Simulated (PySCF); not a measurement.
# GeB⁺: energy against distance

Set-up: basis Ge x2c-SVPall, B x2c-SVPall; spin-free X2C with a Gaussian nucleus; PySCF 2.14. Energies in eV from Ge⁺ + B in their ground configurations at the same level. State: ³Π (triplet), unpaired electrons σ ↑, π ↑.

All columns are r²SCAN. A positive dipole points towards B; it is taken about the centre of mass and depends on that origin.

```csv
R (Å),E (eV),μ (D),Mulliken charge on Ge (basis-dependent),HOMO (eV),LUMO (eV),Mayer bond order,⟨S²⟩
1.871,-2.141,1.96,0.73,-12.66,-12.39,1.39,2.00
1.958,-2.482,1.93,0.73,-12.61,-12.08,1.38,2.00
2.045,-2.665,1.93,0.73,-12.56,-11.81,1.36,2.00
2.111,-2.727,1.94,0.73,-12.43,-11.63,1.34,2.01
2.176,-2.742,1.97,0.73,-12.25,-11.47,1.32,2.01
2.241,-2.722,2.01,0.72,-12.09,-11.32,1.29,2.01
2.328,-2.656,2.09,0.71,-11.90,-11.14,1.25,2.01
2.437,-2.537,2.24,0.70,-11.68,-10.95,1.18,2.01
2.568,-2.370,2.47,0.68,-11.46,-10.75,1.10,2.02
2.742,-2.143,2.85,0.66,-11.21,-10.53,0.98,2.02
```

A fit through these points gives, at Re = 2.168 Å, μ = 1.96 D and dμ/dR = 0.494 D/Å; the reduced mass is 9.582 u.

Problem. How strong is the fundamental in the double-harmonic approximation, I = 42.26·(dμ/dR)²/μred km/mol?

Solution. I = 42.26·(0.494)²/9.582 = 1.08 km/mol at r²SCAN.

Spin–orbit coupling is left out. For an ion De counts to the pair picked by the measured ionisation energies or electron affinities, which need not be the lowest pair at this level. The state was picked by a PBE0 search and need not be the measured ground state.
